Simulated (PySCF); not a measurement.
# A single-point calculation

TmH3(H2O) (singlet in the valence; each metal's 4f electrons, 12 of them, lie in its core potential, out of spins and levels). PySCF 2.14.0, RKS TPSS, Tm lcecp-1-SVP with ECP58, H def2-SVP, O def2-SVP; non-relativistic Hamiltonian with scalar-relativistic core potentials where named; density fitting; no spin-orbit coupling. Purpose: level TPSS.

```python
mol = gto.M(atom='''
Tm     0.11811    -0.12840     0.13650
H      1.14845     1.33582     1.01999
H     -0.97451    -1.33518     1.28598
H      0.78497    -0.81709    -1.62853
O     -1.17988     1.22958    -1.24123
H     -1.33136     2.18127    -1.16759
H     -0.94271     1.03776    -2.16283''',
    basis={'Tm': 'lcecp-1-SVP', 'H': 'def2-SVP', 'O': 'def2-SVP'},
    ecp={'Tm': 'lcecp-1-SVP'},
    charge=0, spin=0)
mf = dft.RKS(mol, xc='TPSS')
mf.grids.atom_grid = (75, 302)  # f atoms: unpruned, at least (60, 302)
mf = mf.density_fit()  # fitting sets: Tm AutoAux, H def2-universal-JKFIT, O def2-universal-JKFIT
mf.conv_tol = 1e-08; mf.max_cycle = 55
mf.kernel(dm0)  # dm0: converged density of the relaxed state
mf.nuc_grad_method().kernel()
```

Run from Python with OMP_NUM_THREADS=2; the lines above give its settings. Where DIIS fails, smearing, a level shift and second-order steps follow.
It took 4.5 s on 2 threads of Arm Neoverse V2, with other jobs on the host, from an already converged density.

Task: Where do the frontier levels lie, over both spins?

Result: HOMO -5.37 eV, LUMO -1.27 eV. The 4f levels lie in the core potential and are missing.

Task: What are the Mulliken charges and spins?

Result: 
```tsv
atom	charge (e)	spin (e)
Tm1	0.589	0.000
H2	-0.262	0.000
H3	-0.268	0.000
H4	-0.276	0.000
O5	-0.256	0.000
H6	0.229	0.000
H7	0.243	0.000
```
The spin of the 4f electrons in the core isn't counted.

Task: What forces act on the atoms (eV/Å)?

Result: 
```
Tm   0.01 -0.01  0.04
H    0.02  0.03  0.02
H   -0.02 -0.02  0.02
H    0.00  0.00 -0.04
O   -0.08 -0.37  0.40
H   -0.07  0.48  0.03
H    0.14 -0.10 -0.46
```
Forces carry noise of the integration grid, about 0.01 to 0.03 eV/Å.

The geometry was relaxed with PBE0 (Tm lcecp-1-SVP with ECP58, H def2-SVP, O def2-SVP).

An lcecp potential fixes the number of 4f electrons, so in runs with it no electron can move into or out of that shell.
